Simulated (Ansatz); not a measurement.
## How methods differ on CH6ClInSi (SMILES [CH3][In]([SiH3])[Cl])

CH6ClInSi has 10 atoms, charge 0, and is taken as a singlet. As SMILES, `[CH3][In]([SiH3])[Cl]`. The shape is that of a PBE0-D4/def2-TZVP optimisation.

```jsonl
{"atom": "C", "x (Å)": "-0.9497", "y (Å)": "1.8137", "z (Å)": "-0.7935"}
{"atom": "In", "x (Å)": "-0.4347", "y (Å)": "-0.2069", "z (Å)": "-0.3078"}
{"atom": "Si", "x (Å)": "1.3613", "y (Å)": "-1.4333", "z (Å)": "1.0520"}
{"atom": "Cl", "x (Å)": "-1.9572", "y (Å)": "-1.7142", "z (Å)": "-1.3098"}
{"atom": "H", "x (Å)": "-0.1114", "y (Å)": "2.3077", "z (Å)": "-1.2873"}
{"atom": "H", "x (Å)": "-1.1877", "y (Å)": "2.3675", "z (Å)": "0.1163"}
{"atom": "H", "x (Å)": "-1.8149", "y (Å)": "1.8093", "z (Å)": "-1.4553"}
{"atom": "H", "x (Å)": "1.2011", "y (Å)": "-2.9048", "z (Å)": "0.9394"}
{"atom": "H", "x (Å)": "1.2617", "y (Å)": "-1.0396", "z (Å)": "2.4844"}
{"atom": "H", "x (Å)": "2.7148", "y (Å)": "-1.0505", "z (Å)": "0.5646"}
```

Each level gives the electronic atomisation energy (eV). The values are calculated. Electronic energies at fixed atoms, without zero-point motion or spin-orbit coupling.

```csv
level,kind,program,value (eV),less CCSD(T)/def2-SVP,CPU time (all runs)
HF/def2-SVP (core potential),Hartree–Fock,Ansatz,23.62,-5.79,11 s
SVWN5/def2-SVP (core potential),LDA,Ansatz,34.75,+5.34,6 s
BLYP/def2-SVP (core potential),GGA,Ansatz,30.03,+0.62,8.4 s
r2SCAN/def2-SVP (core potential),meta-GGA,Ansatz,31.12,+1.71,19 s
B3LYP/def2-SVP (core potential),global hybrid,Ansatz,30.50,+1.09,9.1 s
PBE0/def2-SVP (core potential),global hybrid,Ansatz,30.81,+1.40,21 s
wB97X/def2-SVP (core potential),range-separated hybrid,Ansatz,31.18,+1.77,30 s
MP2/def2-SVP (core potential),perturbation theory,Ansatz,29.39,-0.02,4.2 s
CCSD(T)/def2-SVP (core potential),coupled cluster or CI,Ansatz,29.41,0.00,4.8 min
```

CCSD(T)/def2-SVP (core potential) is the highest level here, not the true value. Correlated wave functions underbind in double-zeta sets. The values span 23.62 to 34.75 eV. In the correlated wave-function rows the outer d shell of In is correlated, in sets not made for it. CPU times are rough (shared hosts, several kinds of processor and program).
